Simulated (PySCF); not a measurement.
Electrostatic solvation of a mixed set.

All values: PBE0/pcSseg-1 (PySCF, non-relativistic), each on one gas-phase PBE0-D3(BJ)/def2-SVP geometry that isn't relaxed in the solvent. The solvent is an IEF-PCM continuum (Bondi radii, 1.10 Å for H, scaled by 1.2). Specific hydrogen bonds and non-electrostatic terms are outside this model.

Problem. Order them by E(solvent) − E(gas) in dichloromethane (ε = 8.93), most negative first (kcal/mol).
A. `BC=C`
B. `[CH2:1]=[CH:2][CH2:3][NH+:4]([CH3:5])[CH3:6]` (charge +1) with C1–C2–C3–N4 -13°, C2–C3–N4–C5 160°
C. `NC1=CNN=C1`
D. `[CH2:1]=[CH:2][P:3]([CH:4]=[CH2:5])[C:6]([CH3:7])([CH3:8])[CH3:9]` with C1–C2–P3–C4 25°, C2–P3–C4–C5 -142°
E. `[CH3:1][CH2:2][C:3](=[O:4])[c:5]1[cH:6][cH:7][cH:8][cH:9][cH:10]1` with C1–C2–C3–O4 -1°, C2–C3–C5–C6 1°

Solution. B (-52.3), C (-9.3), E (-5.1), D (-3.0), A (-1.1).

```
           SMILES  charge  ΔE (kcal/mol)  polarisation term (kcal/mol)  HOMO shift (eV)  dipole gas (D)  dipole solvent (D)  atoms
    C=CC[NH+](C)C       1          -52.3                         -53.2            +3.70               –                   –     18
      Nc1cn[nH]c1       0           -9.3                         -10.4            -0.05            2.79                3.53     11
  CCC(=O)c1ccccc1       0           -5.1                          -6.0            -0.14            2.92                3.98     20
C=CP(C=C)C(C)(C)C       0           -3.0                          -3.3            -0.10            1.22                1.69     24
             BC=C       0           -1.1                          -1.2            +0.08            1.36                1.71      8
```

The ion comes first with 52.3 kcal/mol, the neutral species gain 9.3 at most. The polarisation term is half the interaction of the solute with the induced surface charges. No dipole is given for ions, as it depends on the origin.
